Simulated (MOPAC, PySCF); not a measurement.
C3H7N, SMILES `C(N)(C)=C`, neutral singlet in the gas phase. 

Z-matrix (Å, degrees):
```
C
C 1 1.3401
H 2 1.0805 1 120.46
H 2 1.0842 3 117.88 1 178.30
N 1 1.3922 2 123.47 3 174.52
H 5 1.0094 1 115.06 2 17.33
H 5 1.0094 6 112.10 1 -133.98
C 1 1.4972 2 122.91 3 -1.78
H 8 1.0885 1 111.06 2 -0.37
H 8 1.0944 9 108.89 1 -121.96
H 8 1.0961 9 108.26 10 -116.25
```
Charge 0, spin multiplicity 1.

All levels are single points at this geometry (r2SCAN-D4/def2-TZVP); Pople sets use spherical d functions. Orbital energies aren't observables, and empty levels follow the basis.

| level | HOMO (eV) | LUMO (eV) | gap (eV) | dipole (D) | vertical IE, Delta-SCF (eV) |
|---|---|---|---|---|---|
| r2SCAN-D4/def2-TZVP in PySCF | -4.95 | 0.32 | 5.27 | 1.62 | 7.99 |
| BP86/6-31G* in PySCF | -4.42 | 0.57 | 4.98 | 1.65 | – |
| HF/3-21G in PySCF | -8.21 | 5.78 | 13.98 | 1.74 | – |
| HF/STO-3G in PySCF | -6.57 | 9.26 | 15.83 | 1.44 | – |
| PM6 in MOPAC | -8.67 | 1.52 | 10.20 | 2.08 | – |
| PM7 in MOPAC | -8.78 | 1.34 | 10.12 | 2.06 | – |
